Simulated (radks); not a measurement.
Coulomb parameter of the 4f shell of the samarium ion Sm+ in the model configuration [Xe] 4f4 6s1 6p2, as a second difference U = [E(n + 1) + E(n - 1) - 2 E(n)] / (1)^2 with all orbitals relaxed. "Bare": the charge of the atom changes with n. "Screened": the 6p shell takes up the change at fixed total charge, which measures U(4f,4f) + U(6p,6p) - 2 U(4f,6p). Method: scalar-relativistic Kohn-Sham, LDA (Slater exchange, Perdew-Wang correlation), spin-unpolarised, spherical densities, finite nucleus; Fermi nuclear charge, rms radius 5.0819 fm; computed with a radial shooting solver on a logarithmic mesh with Libxc functionals.

case	configuration	E - E(n) (eV)
start	[Xe] 4f4 6s1 6p2	0.000
bare +1	[Xe] 4f5 6s1 6p2	-20.311
bare -1	[Xe] 4f3 6s1 6p2	37.701
screened +1	[Xe] 4f5 6s1 6p1	-15.529
screened -1	[Xe] 4f3 6s1 6p3	25.390

U(bare) = 17.389 eV, U(screened by 6p) = 9.861 eV, against the Slater integral F0(4f,4f) = 29.483 eV with frozen orbitals.
